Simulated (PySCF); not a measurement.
Cartesian coordinates (Å):
```xyz
7

Mo     0.1202    -0.1638     0.0645
Cl     0.4613    -1.2478    -1.9406
Cl     2.1998    -0.7766     0.8176
Cl    -0.3257     0.9507     2.0316
F      0.8084     1.3891    -0.6648
F     -1.5632     0.3366    -0.5382
F     -0.6234    -1.7033     0.7672
```
Charge 0, multiplicity 1.

Question: Give the HOMO, charge on the central atom (Mulliken) and total energy at the level TPSSh-D3(BJ)/def2-TZVP // TPSS-D3(BJ)/def2-SVP (PySCF 2.14.0).

Answer: 
```yaml
HOMO: -8.95 eV
charge on the central atom (Mulliken): 1.43 e
total_energy: -1748.7594 Ha
```
